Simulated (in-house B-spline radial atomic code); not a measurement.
**Excitations of V VI (V5+) by several methods**

Full response, energies in eV; labels give the largest channel, * marks a mixed state, a dash one above the method's threshold, and an imaginary frequency an unstable closed-shell reference. Computed with a B-spline radial code for spherical atoms: linear response of the closed shell [Ne] 3s2 3p6 with each method's own kernel (bare exchange for TDHF, static screening on G0W0 levels for BSE, the adiabatic kernel for functionals); scalar-relativistic (spin-free one-electron X2C), finite nucleus, no spin-orbit coupling, no double excitations, S, P, D and F terms only. Only terms of natural parity with L up to 3 were computed.

```
           method  3p → 3d 3P  3p → 3d 3F  3p → 3d 1F  α (bohr³)
             TDHF       37.79       38.83       43.09      1.078
   BSE on G0W0@HF       38.64       39.84       43.61       1.07
         LDA VWN5           ?           ?           ?          ?
              PBE       38.57       38.95       42.69      1.081
             PBE0       38.49       39.07       42.94      1.079
  B3LYP (VWN-RPA)       38.39       38.95       42.54      1.082
        CAM-B3LYP       38.37       38.98       42.57      1.083
          LC-wPBE       38.65       39.09       42.83       1.08
            wB97X       38.89       39.59       42.87      1.075
            HSE06       38.52       39.09       42.95      1.079
        BHandHLYP       38.22       38.95       42.77       1.08
             BLYP       38.37       38.72       42.30      1.084
           PBEsol       38.57       39.21       42.79      1.082
             BP86       38.65       38.94       42.61       1.08
LDA exchange-only           ?           ?           ?          ?
            B97-1       38.66       39.25       42.61      1.079
             RPBE       38.57       38.91       42.68      1.081
             OLYP       38.38       39.26       42.79      1.075
```

Problem. What does LDA exchange-only give?

Solution. 3p → 3d 3P: 38.08; 3p → 3d 3F: 39.22; 3p → 3d 1F: 42.74; α: 1.091 (eV, bohr³).

Problem. What does LDA VWN5 give?

Solution. 3p → 3d 3P: 38.68; 3p → 3d 3F: 39.64; 3p → 3d 1F: 42.75; α: 1.084 (eV, bohr³).
